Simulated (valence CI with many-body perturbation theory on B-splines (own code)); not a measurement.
E1 transitions of Pt62+

Method: valence CI with perturbative core correlation (CI+MBPT): six valence electrons over a frozen Dirac-Fock core [Ne], radial functions for each j: 9 s, 9 p, 8 d, 6 f, 3 g, 1 h, with the one-electron correlation potential Σ1, the two-electron term Σ2, the three-electron term Σ3, Breit, model QED; selected CI, second order for the rest, scaled by the run's own slope (own B-spline code, finite nucleus).

No measured spectrum was set against this ion. As an estimate, large intervals hold to a few tenths of a per cent, small ones and those within an open d or f shell to about a per cent. Among the levels kept, up to 1000 cm⁻¹ of a level comes from second order outside the variational space, and about a tenth of that is noise between levels of different J, which matters for small intervals.

Lines 51 to 100 of 120 in falling wavelength, among levels below 61.572 Ry, chosen from the strongest by gf and those to the six lowest levels. Wavelengths and rates use the calculated energies. Electric multipoles are in the length gauge with retardation, E1 and E2 with the static RPA response of the core. Weak lines are less certain than strong ones. Lines between different terms over intervals too small for the method are left out, as are lines whose strength nearly cancels. The highest levels of a list are the least certain.

Levels are named by their leading jj configuration (3d3/2^4 stands for four electrons in 3d with j = 3/2), which in mixed levels can hold well under half, so a name can repeat and another be missing. Letters in brackets count levels of one name in rising energy.

```
λ vac (nm)                               Upper                           Lower   A (s⁻¹)  log gf  Branch %
     4.933      (3s^2 3p1/2^2 3p3/2 3d3/2) J=2      (3s^2 3p1/2^2 3p3/2^2) J=2  1.05e+10   -1.72     100.0
     4.911          (3s^2 3p1/2^2 3d3/2^2) J=2  (3s^2 3p1/2^2 3p3/2 3d3/2) J=3  9.37e+09   -1.77      27.9
     4.903          (3s^2 3p1/2^2 3d3/2^2) J=2  (3s^2 3p1/2^2 3p3/2 3d3/2) J=1  1.20e+10   -1.66      35.8
     4.833      (3s^2 3p1/2^2 3d3/2 3d5/2) J=4  (3s^2 3p1/2^2 3p3/2 3d5/2) J=3  5.67e+09   -1.75       1.3
     4.782      (3s^2 3p1/2^2 3d3/2 3d5/2) J=3  (3s^2 3p1/2^2 3p3/2 3d5/2) J=2  9.39e+09   -1.65       2.8
     4.756      (3s^2 3p1/2^2 3p3/2 3d3/2) J=1      (3s^2 3p1/2^2 3p3/2^2) J=2  1.73e+10   -1.75      73.1
     4.749      (3s^2 3p1/2^2 3p3/2 3d3/2) J=3      (3s^2 3p1/2^2 3p3/2^2) J=2  2.42e+09   -2.24     100.0
     4.729          (3s^2 3p1/2^2 3d3/2^2) J=2  (3s^2 3p1/2^2 3p3/2 3d3/2) J=2  1.21e+10   -1.69      36.1
     4.728  (3s^2 3p1/2 3p3/2^2 3d3/2) J=2 [b]        (3s^2 3p1/2 3p3/2^3) J=2  3.90e+09   -2.19       1.1
     4.643      (3s^2 3p1/2^2 3d3/2 3d5/2) J=3  (3s^2 3p1/2^2 3p3/2 3d5/2) J=4  6.05e+09   -1.86       1.8
     4.573      (3s^2 3p1/2^2 3d3/2 3d5/2) J=2  (3s^2 3p1/2^2 3p3/2 3d5/2) J=2  7.34e+08   -2.94       0.2
     4.553  (3s^2 3p1/2 3p3/2^2 3d3/2) J=2 [b]        (3s^2 3p1/2 3p3/2^3) J=1  2.71e+08   -3.38       0.1
     4.484      (3s^2 3p1/2^2 3d3/2 3d5/2) J=1  (3s^2 3p1/2^2 3p3/2 3d5/2) J=2  1.44e+10   -1.89       3.5
     4.476  (3s^2 3p1/2 3p3/2^2 3d3/2) J=3 [b]        (3s^2 3p1/2 3p3/2^3) J=2  7.90e+08   -2.78       0.0
     4.441          (3s^2 3p1/2^2 3d3/2^2) J=0  (3s^2 3p1/2^2 3p3/2 3d3/2) J=1  4.73e+10   -1.85     100.0
     4.364      (3s^2 3p1/2^2 3d3/2 3d5/2) J=4  (3s^2 3p1/2^2 3p3/2 3d5/2) J=4  2.35e+10   -1.22       5.6
     4.348  (3s^2 3p1/2 3p3/2^2 3d3/2) J=2 [c]        (3s^2 3p1/2 3p3/2^3) J=2  2.08e+09   -2.53       0.0
     4.200  (3s^2 3p1/2 3p3/2^2 3d3/2) J=2 [c]        (3s^2 3p1/2 3p3/2^3) J=1  3.36e+07   -4.35       0.0
     4.110  (3s^2 3p1/2 3p3/2^2 3d3/2) J=1 [b]        (3s^2 3p1/2 3p3/2^3) J=1  4.26e+09   -2.49       0.1
     4.064  (3s^2 3p1/2 3p3/2^2 3d3/2) J=1 [c]        (3s^2 3p1/2 3p3/2^3) J=2  2.12e+09   -2.80       0.0
     3.720  (3s^2 3p1/2 3p3/2^2 3d5/2) J=3 [a]        (3s^2 3p1/2 3p3/2^3) J=2  1.18e+09   -2.77      10.2
     3.534      (3s^2 3p1/2 3p3/2^2 3d5/2) J=1        (3s^2 3p1/2 3p3/2^3) J=2  7.80e+10   -1.36      51.6
     3.457          (3s^2 3p1/2^2 3d5/2^2) J=2  (3s^2 3p1/2^2 3p3/2 3d5/2) J=1  1.76e+11   -0.80      23.1
     3.436          (3s^2 3p1/2^2 3d5/2^2) J=4  (3s^2 3p1/2^2 3p3/2 3d5/2) J=3  4.73e+11   -0.12      72.9
     3.436      (3s^2 3p1/2 3p3/2^2 3d5/2) J=1        (3s^2 3p1/2 3p3/2^3) J=1  5.15e+10   -1.56      34.1
     3.413      (3s^2 3p1/2 3p3/2^2 3d5/2) J=0        (3s^2 3p1/2 3p3/2^3) J=1  1.26e+11   -1.66      99.8
     3.404      (3s^2 3p1/2^2 3d3/2 3d5/2) J=3  (3s^2 3p1/2^2 3p3/2 3d3/2) J=3  4.84e+10   -1.23      14.3
     3.387      (3s^2 3p1/2^2 3p3/2 3d5/2) J=2      (3s^2 3p1/2^2 3p3/2^2) J=2  2.00e+11   -0.76     100.0
     3.351      (3s^2 3p1/2 3p3/2^2 3d5/2) J=2        (3s^2 3p1/2 3p3/2^3) J=2  6.38e+09   -2.27      21.5
     3.343          (3s^2 3p1/2^2 3d5/2^2) J=2  (3s^2 3p1/2^2 3p3/2 3d5/2) J=3  9.55e+10   -1.10      12.5
     3.315      (3s^2 3p1/2^2 3d3/2 3d5/2) J=3  (3s^2 3p1/2^2 3p3/2 3d3/2) J=2  2.70e+11   -0.51      79.7
     3.297      (3s^2 3p1/2^2 3d3/2 3d5/2) J=2  (3s^2 3p1/2^2 3p3/2 3d3/2) J=3  1.92e+10   -1.81       5.0
     3.293      (3s^2 3p1/2^2 3d3/2 3d5/2) J=2  (3s^2 3p1/2^2 3p3/2 3d3/2) J=1  2.11e+11   -0.77      55.1
     3.289      (3s^2 3p1/2^2 3p3/2 3d5/2) J=1      (3s^2 3p1/2^2 3p3/2^2) J=0  3.61e+11   -0.76      85.4
     3.286  (3s^2 3p1/2 3p3/2^2 3d5/2) J=3 [b]        (3s^2 3p1/2 3p3/2^3) J=2  1.90e+09   -2.67      78.6
     3.262      (3s^2 3p1/2 3p3/2^2 3d5/2) J=2        (3s^2 3p1/2 3p3/2^3) J=1  2.22e+10   -1.75      74.7
     3.251      (3s^2 3p1/2^2 3d3/2 3d5/2) J=4  (3s^2 3p1/2^2 3p3/2 3d3/2) J=3  3.92e+11   -0.25      93.1
     3.248      (3s^2 3p1/2^2 3d3/2 3d5/2) J=1  (3s^2 3p1/2^2 3p3/2 3d3/2) J=0  1.87e+11   -1.05      45.9
     3.247      (3s^2 3p1/2^2 3d3/2 3d5/2) J=1  (3s^2 3p1/2^2 3p3/2 3d3/2) J=1  1.76e+11   -1.08      43.2
     3.214      (3s^2 3p1/2^2 3d3/2 3d5/2) J=2  (3s^2 3p1/2^2 3p3/2 3d3/2) J=2  1.37e+11   -0.97      35.8
     3.213      (3s^2 3p1/2^2 3p3/2 3d5/2) J=3      (3s^2 3p1/2^2 3p3/2^2) J=2  6.65e+11   -0.14     100.0
     3.207          (3s^2 3p1/2^2 3d5/2^2) J=0  (3s^2 3p1/2^2 3p3/2 3d5/2) J=1  8.43e+11   -0.89      99.9
     3.192          (3s^2 3p1/2^2 3d5/2^2) J=4  (3s^2 3p1/2^2 3p3/2 3d5/2) J=4  1.74e+11   -0.62      26.9
     3.173          (3s^2 3p1/2^2 3d5/2^2) J=2  (3s^2 3p1/2^2 3p3/2 3d5/2) J=2  4.87e+11   -0.44      63.8
     3.169      (3s^2 3p1/2^2 3d3/2 3d5/2) J=1  (3s^2 3p1/2^2 3p3/2 3d3/2) J=2  2.68e+10   -1.92       6.6
     3.114      (3s^2 3p1/2^2 3p3/2 3d5/2) J=1      (3s^2 3p1/2^2 3p3/2^2) J=2  6.18e+10   -1.57      14.6
     2.553          (3s^2 3p1/2^2 3d5/2^2) J=4  (3s^2 3p1/2^2 3p3/2 3d3/2) J=3  1.53e+09   -2.87       0.2
     2.501          (3s^2 3p1/2^2 3d5/2^2) J=2  (3s^2 3p1/2^2 3p3/2 3d3/2) J=3  1.08e+09   -3.29       0.1
     2.499          (3s^2 3p1/2^2 3d5/2^2) J=2  (3s^2 3p1/2^2 3p3/2 3d3/2) J=1  2.08e+09   -3.01       0.3
     2.453          (3s^2 3p1/2^2 3d5/2^2) J=2  (3s^2 3p1/2^2 3p3/2 3d3/2) J=2  1.07e+09   -3.32       0.1
```
